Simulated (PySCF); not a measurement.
r2SCAN on C⁻ (carbon, charge -1), [He] 2s2 2p3, high-spin 4S determinant. All numbers are calculated (PySCF 2.14, no relativity, point nucleus, in aug-cc-pV5Z (7s6p5d4f3g2h, 127 functions)).

```
cycle= 1 E= -37.8891093020039  delta_E= -0.00355  |g|= 0.0239  |ddm|= 0.393
cycle= 2 E= -37.8880782526617  delta_E= 0.00103  |g|= 0.0419  |ddm|= 0.156
cycle= 3 E= -37.8895943633316  delta_E= -0.00152  |g|= 0.00103  |ddm|= 0.104
cycle= 4 E= -37.8895953413464  delta_E= -9.78e-07  |g|= 0.000434  |ddm|= 0.00317
cycle= 5 E= -37.8895955395509  delta_E= -1.98e-07  |g|= 3.94e-05  |ddm|= 0.00121
cycle= 6 E= -37.8895955437678  delta_E= -4.22e-09  |g|= 7.74e-06  |ddm|= 0.000314
cycle= 7 E= -37.8895955438586  delta_E= -9.08e-11  |g|= 6.99e-07  |ddm|= 5.01e-05
converged SCF energy = -37.8895955438586  <S^2> = 3.7547954  2S+1 = 4.002397
```

Highest occupied orbital energy: 1.663 eV; ⟨L²⟩ = 0.00; populations by l: s 4.00, p 3.00, d 0.00, f 0.00.

Problem. Can this result be used?

Solution. With care. Self-consistency was reached. At r2SCAN the highest occupied level has a positive energy, so only the finite basis holds that electron; in a semilocal or global hybrid functional this comes from self-interaction and does not mean that the real anion is unbound.
